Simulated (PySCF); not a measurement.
Molecule: hexafluoroethane, C₂F₆.

Geometry (Å), atoms numbered from 1 in this order:
```xyz
8

F     1.3897   -0.2970   -1.0133
C     0.7574   -0.0755    0.1279
F     1.2313    1.0306    0.6793
F     0.9693   -1.0942    0.9462
C    -0.7551    0.0779   -0.1342
F    -0.9672    1.0956   -0.9536
F    -1.2292   -1.0289   -0.6839
F    -1.3871    0.3009    1.0070
```

Geometry PBE0-D3(BJ)/def2-SVP throughout; GIAO in PySCF 2.14.0 with density-fitted response routines, gas phase, one conformer, non-relativistic; equivalent atoms averaged; basis pcSseg-2.

Question: How do the absolute shieldings σ depend on the functional? (ppm; last column core-seconds on shared hosts with different chips, so compare them loosely)

Answer: 
```
functional                    kind  F1/F3/F4/F6/F7/F8  C2/C5  core-s
        HF            Hartree–Fock              312.6   83.2      33
       LDA                     LDA              251.6   45.5      28
       PBE                     GGA              256.2   48.2      64
      OPBE                     GGA              264.9   58.1      68
       KT3                     GGA              261.9   57.0      70
     B97-D                     GGA              263.7   51.2      35
     B3LYP           global hybrid              268.7   51.6      59
     B97-2           global hybrid              274.8   58.7      58
   LC-wPBE  range-separated hybrid              277.8   58.5      88
```

Question: Which nucleus moves most, in ppm?

Answer: F1/F3/F4/F6/F7/F8 (fluorine of a CF3 group): from 251.6 ppm with LDA to 312.6 ppm with HF. The smallest spread is 37.7 ppm, at C2/C5.
